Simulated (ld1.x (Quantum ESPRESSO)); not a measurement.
## Pseudopotential generation for K: TM, PW91, scalar-relativistic.

K (Z = 19), norm-conserving Troullier–Martins (Kleinman–Bylander form), made with ld1.x (Quantum ESPRESSO) 7.5 (PW91, scalar-relativistic). Core [Ar], reference 4s1 4p0. Waves: 4s (bound): rc 4.15 bohr; 4p (bound, empty): rc 4.20 bohr; 3d channel at -0.1 Ry: rc 4.25 bohr. Local part: all-electron potential smoothed inside 3.20 bohr (lloc = -2). Core correction: none.

All-electron outer shells of the reference configuration (PW91, scalar-relativistic, ld1.x):

```
shell  level (eV)  outermost node (bohr)  outermost maximum (bohr)
   3s      -35.40                   0.48                      1.07
   3p      -18.88                   0.45                      1.15
   4s       -2.33                   1.58                      4.18
   4p       -0.83                   1.88                      5.71
```

Question: Does the generator finish with these settings?

Answer: Yes, a potential is produced and its reference levels are reproduced.

Question: Estimate the cutoffs (Ry, on a coarse ladder) from which the occupation-weighted sum of valence levels, in a spherical-Bessel basis at the reference potential, stays within 10 and 1 mRy of its value at 400 Ry.

Answer: 6 Ry and 6 Ry.

Question: Does the potential have ghost states?

Answer: No extra level below or beside the all-electron valence levels (s, p, d, f tested). The logarithmic derivative shows an extra or strongly shifted pseudo pole above the reference energy (s near 1.23 Ry).

Question: Tests: 4s0.5 4p0; 4s0 4p1. Which has the largest error in its energy relative to the reference configuration, and how large is it?

Answer: 4s0 4p1, with +60 meV (all-electron minus pseudo) on +1.54 eV.
